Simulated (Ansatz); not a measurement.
Cd9H24Se9, a nanocrystal cut from wurtzite CdSe (hydrogen-capped). The state is a singlet with charge 0. Geometry r2SCAN-D4/def2-SVP.

Cartesian coordinates in Å:
```
Cd -5.3138 -2.6321 1.4095
Se -2.2592 -4.1131 1.1609
Se -3.0487 -0.5358 0.6276
Cd -1.5700 0.3445 2.7421
Cd 0.6252 -3.6758 0.5773
Se 0.7365 -1.4409 2.1370
Se -0.3320 2.5799 1.7922
Cd 0.8708 4.4611 4.0611
Cd 3.3006 -0.6088 1.7225
Se 2.9278 1.8354 3.3775
Cd -2.3943 -0.5417 -2.0187
Se 0.0861 -2.1402 -1.6114
Se -1.0518 1.8054 -2.3688
Cd 0.7152 3.0209 -0.6860
Cd 2.5896 -1.3732 -2.3748
Se 2.5347 0.6658 -0.5640
Cd -0.7713 2.6951 -5.4126
Se 1.5483 0.3513 -4.5645
H -5.1431 -2.4031 3.0695
H -5.7018 -3.0134 -0.1845
H -2.0076 -4.9242 2.3640
H -2.3636 -5.3153 0.3167
H -3.9269 0.6441 0.5605
H -1.9100 0.0313 4.3717
H 1.4455 -5.1448 0.7092
H 0.9514 -2.1106 3.4298
H -1.5674 3.3491 1.5690
H 0.1307 3.6353 5.3289
H 1.6850 5.4682 2.9842
H 4.7673 -1.3368 2.1313
H 3.3178 1.1794 4.6370
H 4.2977 2.3288 3.1572
H -3.2260 -1.3824 -3.2315
H -0.0915 -3.2323 -2.5818
H -2.1920 2.6773 -2.0407
H 1.7392 4.3047 -1.1014
H 3.8849 -2.2852 -2.9568
H 3.8351 1.2666 -0.9016
H -1.8381 1.5282 -5.9933
H 0.2920 3.9601 -5.0870
H 1.5457 -0.7290 -5.5653
H 2.8820 0.8063 -4.9922
```

In the def2 sets Cd takes a core potential; there is no spin–orbit coupling. Single mean-field runs in def2-SVP, def2-TZVP are fitted with def2-universal-jkfit.

Problem. Estimate the orbital energies around the gap (eV) in Ansatz with PBE-D4/def2-SVP, PBE-D4/def2-TZVP, r2SCAN-D4/def2-TZVP, PBE0-D4/def2-SVP, PBE0-D4/def2-TZVP.

Solution. 
| orbital | PBE-D4/def2-SVP | PBE-D4/def2-TZVP | r2SCAN-D4/def2-TZVP | PBE0-D4/def2-SVP | PBE0-D4/def2-TZVP |
| --- | --- | --- | --- | --- | --- |
| HOMO−9 | -6.73 | -6.73 | -7.02 | -7.85 | -7.83 |
| HOMO−8 | -6.62 | -6.65 | -6.91 | -7.73 | -7.75 |
| HOMO−7 | -6.40 | -6.41 | -6.67 | -7.49 | -7.48 |
| HOMO−6 | -6.19 | -6.21 | -6.47 | -7.26 | -7.27 |
| HOMO−5 | -6.19 | -6.21 | -6.46 | -7.26 | -7.27 |
| HOMO−4 | -6.07 | -6.12 | -6.39 | -7.17 | -7.22 |
| HOMO−3 | -6.07 | -6.12 | -6.39 | -7.17 | -7.22 |
| HOMO−2 | -5.99 | -6.04 | -6.31 | -7.09 | -7.13 |
| HOMO−1 | -5.69 | -5.71 | -5.95 | -6.73 | -6.74 |
| HOMO | -5.69 | -5.71 | -5.95 | -6.73 | -6.74 |
| LUMO | -2.41 | -2.43 | -2.15 | -1.65 | -1.65 |
| LUMO+1 | -2.19 | -2.26 | -2.10 | -1.41 | -1.48 |
| LUMO+2 | -2.19 | -2.26 | -2.10 | -1.41 | -1.48 |
| LUMO+3 | -2.08 | -2.16 | -1.99 | -1.39 | -1.45 |
| LUMO+4 | -1.87 | -1.96 | -1.79 | -1.08 | -1.22 |
| LUMO+5 | -1.86 | -1.95 | -1.76 | -1.02 | -1.07 |
